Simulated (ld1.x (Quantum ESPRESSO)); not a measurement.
## silver (Ag): TM pseudisation with PBE, scalar-relativistic reference atom.

| Quantity | Value |
| --- | --- |
| Element | Ag (Z = 47) |
| Generator | ld1.x (Quantum ESPRESSO) 7.5 |
| Type | norm-conserving Troullier–Martins (Kleinman–Bylander form) |
| Functional | PBE |
| Relativity | scalar-relativistic |
| Frozen core | [Kr] |
| Valence charge | 11 |
| Reference configuration | 4d10 5s0.5 5p0 (charge +0.5) |
| Partial waves | 5s (bound): rc 1.85 bohr; 5p (bound, empty): rc 3.35 bohr; 4d (bound): rc 2.00 bohr |
| Local potential | all-electron potential smoothed inside 2.95 bohr (lloc = -2) |
| Core correction | a·sin(br)/r model core, default radius (core density twice the valence density) |

Poles of the logarithmic derivatives, all-electron (AE) and pseudo (PS). s: poles at -0.1, 3.8 (AE) and -0.1, 3.2 (PS) Ry. p: poles at 0.6, 4.7 (AE) and 0.6, 3.6 (PS) Ry. d: poles at -0.8, 2.0 (AE) and -0.8, 2.3 (PS) Ry. Test radius 3.65 bohr.

- Cutoffs needed: 55 Ry and 90 Ry (the cutoffs (Ry, on a coarse ladder) from which the occupation-weighted sum of valence levels, in a spherical-Bessel basis at the reference potential, stays within 10 and 1 mRy of its value at 400 Ry)
- Ghost test: no extra level below or beside the all-electron valence levels (s, p, d, f tested) (spherical-Bessel basis up to 400 Ry, 20 bohr box)
- Largest excitation error: -796 meV (all-electron minus pseudo) for 4d8 5s0 5p0, out of 7 test configurations
